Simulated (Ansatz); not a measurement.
One geometry of Sn3F4⁺, several levels of theory.

```yaml
crystal:
  periodic: [false, false, false]
  atoms:
    - {symbol: Sn, position_ang: [1.446178, -1.044209, -0.334812]}
    - {symbol: Sn, position_ang: [0.028522, 2.111414, 0.094063]}
    - {symbol: Sn, position_ang: [-1.451503, -1.513146, 0.955293]}
    - {symbol: F, position_ang: [1.262022, 0.716800, 1.060487]}
    - {symbol: F, position_ang: [-0.574287, -1.613077, -0.977668]}
    - {symbol: F, position_ang: [-1.401329, 0.610578, 0.557726]}
    - {symbol: F, position_ang: [0.690396, 0.731650, -1.355088]}
basis:
  gaussian: {orbitals: def2-TZVP, initial_orbitals: start.molden}
total_charge: 1
magnetization: {spin_polarized: true, initial_magnetization: 1}
hamiltonian: {xc: {name: B2PLYP}}
scf: {omitted_lower_state_checks: [starts]}
```

The file start.molden holds the orbitals of an earlier run on this structure, at another level or in another basis.

```sh
$ ansatz run in.yaml --threads 4 --pin off --events-out ev --progress --plain --max-ram 8704MiB
```

Shortened log:

```
Functional definition: B2PLYP
2266 factors; integrals over basis functions are off by at most 7.0e-4 eV
mean field evaluation 1: about -28327.8141 eV, gradient 8.0e0 eV
mean field evaluation 2: about -28328.0677 eV, gradient 3.1e-1 eV
mean field evaluation 4: about -28328.2989 eV, gradient 5.7e-3 eV
mean field evaluation 8: about -28328.2989 eV, gradient 2.4e-6 eV
mean field -28328.29887676 eV, -1041.0457821104 hartree, gradient 2.5e-6 eV, S^2 0.759970; 0 other end points of the search recorded, 0 dependent functions left out
16 core orbitals not correlated: weight in the atoms' cores, before any rotation towards them, 1.000 or more for the frozen orbitals, at most 0.000 for the correlated occupied ones
reference -28328.29905595 eV, -1041.0457886955 hartree; 35, 34 occupied and 223, 224 virtual orbitals, 2266 factors
second order -61.78302806 eV of doubles, -0.00000000 eV of singles
Total energy: -28344.98047353 eV, -1041.6588194843 hartree
Checks for a lower state left out: starts
```

Hardware: 4 threads of Arm Neoverse V1 on a shared host. Wall time 29 s, peak host memory 1.4 GiB.

The first input with `hamiltonian: {xc: r2scan, dispersion: d4}`, `output: {orbitals: {seedname: orbitals}}` (abridged; 18 s):

```
Functional definition: r2SCAN
mean field -28369.80252877 eV, -1042.5710131894 hartree, gradient 1.7e-5 eV, S^2 0.757578
Total energy: -28369.86949511 eV, -1042.5734741570 hartree
Checks for a lower state left out: starts
```

As the first input, with `gaussian: {orbitals: def2-SVP, initial_orbitals: start.molden}`, `hamiltonian: {xc: pbe0, dispersion: d4}`, `output: {orbitals: {seedname: orbitals}}` (abridged; 6 s):

```
Functional definition: PBE0
mean field -28343.33428653 eV, -1041.5983232280 hartree, gradient 3.0e-5 eV, S^2 0.754313
Total energy: -28343.61564474 eV, -1041.6086629515 hartree
Checks for a lower state left out: starts
```

As the first input, with `gaussian: {orbitals: def2-SVP, initial_orbitals: start.molden}`, `hamiltonian: {xc: pbe, dispersion: d4}`, `output: {orbitals: {seedname: orbitals}}` (abridged; 3.3 s):

```
Functional definition: PBE
mean field -28343.26458672 eV, -1041.5957618071 hartree, gradient 7.8e-5 eV, S^2 0.751767
Total energy: -28343.59231372 eV, -1041.6078055522 hartree
Checks for a lower state left out: starts
```

First input, but with `hamiltonian: {xc: {name: wB97M-V}}`, `output: {orbitals: {seedname: orbitals}}` (abridged; 49 s):

```
Functional definition: wB97M-V
mean field -28361.30245038 eV, -1042.2586410703 hartree, gradient 2.5e-5 eV, S^2 0.756349
Total energy: -28361.30251396 eV, -1042.2586434067 hartree
Checks for a lower state left out: starts
```

As the first input, with `hamiltonian: {xc: pbe0, dispersion: d4}`, `output: {orbitals: {seedname: orbitals}}` (abridged; 23 s):

```
Functional definition: PBE0
mean field -28357.34194892 eV, -1042.1130953259 hartree, gradient 1.6e-5 eV, S^2 0.755118
Total energy: -28357.62331665 eV, -1042.1234353995 hartree
Checks for a lower state left out: starts
```

First input, but with `hamiltonian: {xc: pbe, dispersion: d4}`, `output: {forces: true, orbitals: {seedname: orbitals}}` (abridged; 9.5 s):

```
Functional definition: PBE
mean field -28357.42406417 eV, -1042.1161130060 hartree, gradient 2.4e-5 eV, S^2 0.752221
Total energy: -28357.75180555 eV, -1042.1281572794 hartree
Atom 0 force     0.323226    -0.246402    -0.008683 eV/Å
Atom 1 force     0.028937     0.230646    -0.012486 eV/Å
Atom 2 force    -0.104207    -0.155857     0.137126 eV/Å
Atom 3 force     0.199414     0.111625     0.334118 eV/Å
Atom 4 force    -0.150974    -0.189995    -0.186746 eV/Å
Atom 5 force    -0.318117     0.100225     0.089869 eV/Å
Atom 6 force     0.021722     0.149758    -0.353198 eV/Å
Dipole moment:    -0.002911     0.077490     0.316056 e Å
Checks for a lower state left out: starts
```

Geometry: r2SCAN-D4/def2-SVP.

In the def2 sets Sn takes a core potential; there is no spin–orbit coupling. Correlated methods freeze 16 core orbitals; core or outer-core shells of Sn are correlated, in sets that lack core-valence functions. Another isomer (doublet) lies 0.12 eV lower at PBE0-D4/def2-TZVP; other spin states weren't run for this one.
